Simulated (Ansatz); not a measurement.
Relaxation of C3H12O4Si2 (21 atoms, charge 0, multiplicity 1), to a largest force component of 0.02 eV/Å in at most 40 steps.

Computed with RKS PBE/STO-3G (Ansatz).

```xyz
21
Properties=species:S:1:pos:R:3
Si 0.000 0.000 0.000
O 0.000 0.000 1.680
Si -1.315 -0.407 2.644
H -2.239 -1.240 1.880
H -0.851 -1.143 3.816
H -1.999 0.809 3.073
O 1.584 0.000 -0.559
C 2.350 -1.163 -0.836
H 1.719 -1.905 -1.367
H 3.218 -0.893 -1.473
H 2.714 -1.602 0.116
O -0.791 1.371 -0.559
C -2.151 1.418 -0.965
H -2.769 0.822 -0.261
H -2.502 2.471 -0.964
H -2.247 0.998 -1.988
O -0.791 -1.371 -0.559
C -1.536 -2.268 0.250
H -1.225 -2.158 1.310
H -2.619 -2.040 0.157
H -1.349 -3.311 -0.083
```

Problem. Where does it end, and by what steps?

Solution. The run converged. The force dipped under the threshold on the way, but the program's further checks kept it going. Limits of this set-up: minimal basis. After 37 steps the energy has fallen by 1.985 eV; H6 moved furthest, 2.60 Å.

```json
{"step": "0", "energy less start (eV)": "0.0000", "largest force component (eV/Å)": "2.908", "accepted": "yes"}
{"step": "2", "energy less start (eV)": "-1.4736", "largest force component (eV/Å)": "0.745", "accepted": "yes"}
{"step": "4", "energy less start (eV)": "-1.7959", "largest force component (eV/Å)": "0.338", "accepted": "yes"}
{"step": "6", "energy less start (eV)": "-1.8953", "largest force component (eV/Å)": "0.122", "accepted": "yes"}
{"step": "8", "energy less start (eV)": "-1.9132", "largest force component (eV/Å)": "0.281", "accepted": "yes"}
{"step": "10", "energy less start (eV)": "-1.9408", "largest force component (eV/Å)": "0.198", "accepted": "yes"}
{"step": "12", "energy less start (eV)": "-1.9553", "largest force component (eV/Å)": "0.299", "accepted": "yes"}
{"step": "14", "energy less start (eV)": "-1.9620", "largest force component (eV/Å)": "0.108", "accepted": "yes"}
{"step": "16", "energy less start (eV)": "-1.9687", "largest force component (eV/Å)": "0.073", "accepted": "yes"}
{"step": "18", "energy less start (eV)": "-1.9736", "largest force component (eV/Å)": "0.084", "accepted": "yes"}
{"step": "20", "energy less start (eV)": "-1.9769", "largest force component (eV/Å)": "0.128", "accepted": "yes"}
{"step": "22", "energy less start (eV)": "-1.9795", "largest force component (eV/Å)": "0.109", "accepted": "yes"}
{"step": "24", "energy less start (eV)": "-1.9818", "largest force component (eV/Å)": "0.092", "accepted": "yes"}
{"step": "26", "energy less start (eV)": "-1.9831", "largest force component (eV/Å)": "0.024", "accepted": "yes"}
{"step": "28", "energy less start (eV)": "-1.9837", "largest force component (eV/Å)": "0.048", "accepted": "yes"}
{"step": "30", "energy less start (eV)": "-1.9842", "largest force component (eV/Å)": "0.020", "accepted": "yes"}
{"step": "32", "energy less start (eV)": "-1.9846", "largest force component (eV/Å)": "0.054", "accepted": "yes"}
{"step": "34", "energy less start (eV)": "-1.9850", "largest force component (eV/Å)": "0.019", "accepted": "yes"}
{"step": "36", "energy less start (eV)": "-1.9851", "largest force component (eV/Å)": "0.046", "accepted": "no"}
{"step": "37", "energy less start (eV)": "-1.9852", "largest force component (eV/Å)": "0.012", "accepted": "yes"}
```

```xyz
21
Properties=species:S:1:pos:R:3
Si -0.324 -0.305 -0.119
O -0.664 -0.952 1.424
Si -0.647 0.164 2.735
H -1.779 1.090 2.687
H -0.760 -0.653 3.937
H 0.586 0.949 2.804
O 1.298 0.250 -0.321
C 2.241 -0.867 -0.156
H 2.064 -1.712 -0.870
H 3.261 -0.465 -0.355
H 2.248 -1.299 0.878
O -1.145 1.184 -0.448
C -2.575 0.953 -0.697
H -3.125 0.518 0.178
H -3.033 1.946 -0.912
H -2.777 0.293 -1.580
O -0.606 -1.579 -1.255
C -1.570 -2.568 -0.745
H -1.472 -2.764 0.352
H -2.634 -2.271 -0.939
H -1.389 -3.524 -1.290
```

The run took 8 min on 1 thread of Arm Neoverse N1 (shared host), peak memory 0.16 GiB.
